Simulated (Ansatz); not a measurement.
One change: `B/C(C)=C/F` becomes `C/C(=C/F)CO`.

Ansatz, PBE0-D4/def2-TZVP geometries, multiplicity 1. Each molecule was computed in one conformer, which needn't be the lowest.

```tsv
property	`B/C(C)=C/F`
LUMO energy (ωB97M-V/def2-TZVPP) / eV	0.20
size of the dipole moment (PBE/def2-TZVPP) / D	0.50
HOMO–LUMO gap (ωB97M-V/def2-TZVPP) / eV	10.25
size of the dipole moment (ωB97M-V/def2-TZVPP) / D	0.16
LUMO energy (PBE0/def2-TZVPP) / eV	-1.80
LUMO energy (PBE/def2-TZVPP) / eV	-2.75
```

What does the change do to each property? (Estimate.)

Computed: 
```json
{"property": "LUMO energy (ωB97M-V/def2-TZVPP) / eV", "`C/C(=C/F)CO`": "2.21", "shift": "2.01"}
{"property": "size of the dipole moment (PBE/def2-TZVPP) / D", "`C/C(=C/F)CO`": "1.28", "shift": "0.78"}
{"property": "HOMO–LUMO gap (ωB97M-V/def2-TZVPP) / eV", "`C/C(=C/F)CO`": "11.70", "shift": "1.45"}
{"property": "size of the dipole moment (ωB97M-V/def2-TZVPP) / D", "`C/C(=C/F)CO`": "1.39", "shift": "1.23"}
{"property": "LUMO energy (PBE0/def2-TZVPP) / eV", "`C/C(=C/F)CO`": "0.24", "shift": "2.04"}
{"property": "LUMO energy (PBE/def2-TZVPP) / eV", "`C/C(=C/F)CO`": "-0.77", "shift": "1.98"}
```

With PBE0 the HOMO rises by 0.63 eV and the LUMO rises by 2.04 eV, so the gap widens by about 1.41 eV. PBE moves the HOMO by 0.78 eV and ωB97M-V by 0.56 eV. Dipoles are sizes alone; their direction can turn.
